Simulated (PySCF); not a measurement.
Compound: methyl isobutyrate, C5H10O2.
Atom-mapped SMILES: `[CH3:1][O:2][C:3](=[O:4])[CH:5]([CH3:6])[CH3:7]` (hydrogens: H8, H9, H10 on C1; H11 on C5; H12, H13, H14 on C6; H15, H16, H17 on C7)

Method: PBE0-D3(BJ)/def2-SVP geometry optimisation, gas phase in PySCF; density fitting, grid level 2; the optimiser is geomeTRIC in internal coordinates, started from a GFN2-xTB structure.

Step 0: E = -9425.3263 eV
```
atom  x, y, z in Å  |  force x, y, z in eV/Å
C1      2.7828   -0.4462    0.1364   -0.498   0.070   0.010
O2      1.4414   -0.2752    0.5732    0.100  -0.045  -0.022
C3      0.5743    0.1846   -0.3397   -0.056   0.071   0.383
O4      0.8852    0.4603   -1.4672    0.043   0.010  -0.110
C5     -0.8267    0.2585    0.2372   -0.099  -0.064  -0.619
C6     -1.6296    1.3470   -0.4662    0.379  -0.390   0.340
C7     -1.4730   -1.1192    0.0558    0.267   0.449   0.207
H8      2.8126   -1.0573   -0.7681    0.069  -0.143  -0.222
H9      3.2358    0.5234   -0.0812    0.161   0.228  -0.074
H10     3.3094   -0.9380    0.9504    0.169  -0.133   0.239
H11    -0.7411    0.4708    1.3064    0.071   0.032   0.246
H12    -2.6653    1.3268   -0.1371   -0.433   0.028   0.140
H13    -1.5958    1.1910   -1.5412   -0.004  -0.029  -0.442
H14    -1.2126    2.3277   -0.2514    0.112   0.449   0.026
H15    -1.5341   -1.3685   -1.0013   -0.049  -0.131  -0.430
H16    -0.8898   -1.8838    0.5639    0.182  -0.354   0.177
H17    -2.4780   -1.1146    0.4714   -0.415  -0.048   0.151
```

Step 1: E = -9425.3615 eV
```
atom  x, y, z in Å  |  force x, y, z in eV/Å
C1      2.7490   -0.5128    0.1148    0.141   0.051   0.051
O2      1.4126   -0.3726    0.5552   -0.074   0.035  -0.029
C3      0.5914    0.2695   -0.2887    0.011  -0.057  -0.086
O4      0.9632    0.7240   -1.3396   -0.032   0.028   0.046
C5     -0.8316    0.2847    0.2257    0.060   0.013   0.075
C6     -1.6534    1.3401   -0.4919   -0.029   0.060  -0.026
C7     -1.4247   -1.1172    0.0746   -0.042  -0.070   0.019
H8      2.8075   -1.1515   -0.7798   -0.020  -0.007   0.008
H9      3.1865    0.4662   -0.1373   -0.027  -0.045   0.017
H10     3.3018   -0.9710    0.9444   -0.012  -0.009  -0.032
H11    -0.7713    0.5122    1.3048   -0.007  -0.002  -0.039
H12    -2.6993    1.3179   -0.1488    0.033  -0.005  -0.005
H13    -1.6357    1.1642   -1.5781   -0.012   0.008   0.023
H14    -1.2559    2.3515   -0.3167   -0.002  -0.031  -0.012
H15    -1.4837   -1.4022   -0.9886    0.001   0.007   0.025
H16    -0.8169   -1.8682    0.6009   -0.011   0.026  -0.015
H17    -2.4439   -1.1473    0.4904    0.024  -0.002  -0.020
```

Q: Estimate the geometry and energy of step 2. (The exact step hangs on the optimiser's Hessian estimate; all steps are aligned on step 1, rigid shifts and turns removed.)

A: E = -9425.3622 eV, largest force 0.148 eV/Å
```
atom  x, y, z in Å  |  force x, y, z in eV/Å
C1      2.7567   -0.5063    0.1237    0.010  -0.006  -0.027
O2      1.4086   -0.3814    0.5370    0.033   0.038  -0.086
C3      0.5891    0.2568   -0.3115   -0.096   0.070   0.045
O4      0.9488    0.7246   -1.3605    0.109  -0.073   0.067
C5     -0.8281    0.2790    0.2179   -0.022  -0.035  -0.004
C6     -1.6509    1.3413   -0.4910   -0.009   0.002  -0.002
C7     -1.4334   -1.1205    0.0765   -0.016   0.002   0.011
H8      2.8337   -1.1321   -0.7785    0.005  -0.003   0.000
H9      3.1922    0.4775   -0.1050   -0.007   0.008   0.007
H10     3.2954   -0.9761    0.9551   -0.008  -0.004  -0.005
H11    -0.7544    0.5077    1.2947   -0.002   0.003  -0.006
H12    -2.6909    1.3276   -0.1326    0.000   0.001   0.005
H13    -1.6515    1.1649   -1.5766   -0.007  -0.002   0.001
H14    -1.2421    2.3483   -0.3230    0.007  -0.004  -0.004
H15    -1.5056   -1.4071   -0.9846    0.001   0.000  -0.001
H16    -0.8245   -1.8731    0.5975    0.003   0.004   0.001
H17    -2.4478   -1.1437    0.5022   -0.001   0.000  -0.004
```

The energy changes by -0.0007 eV. The first-order estimate −F·Δx gives -0.0043 eV and the mean of the old and new forces, exact on a quadratic surface, -0.0007 eV. The step makes an angle of 79° with the force vector and moves no atom by more than 0.035 Å.

What follows is the cost of the whole optimisation. Time: 52 s; peak memory 0.73 GiB. Hardware: one thread of an Intel Xeon Platinum 8488C, no GPU (shared host).
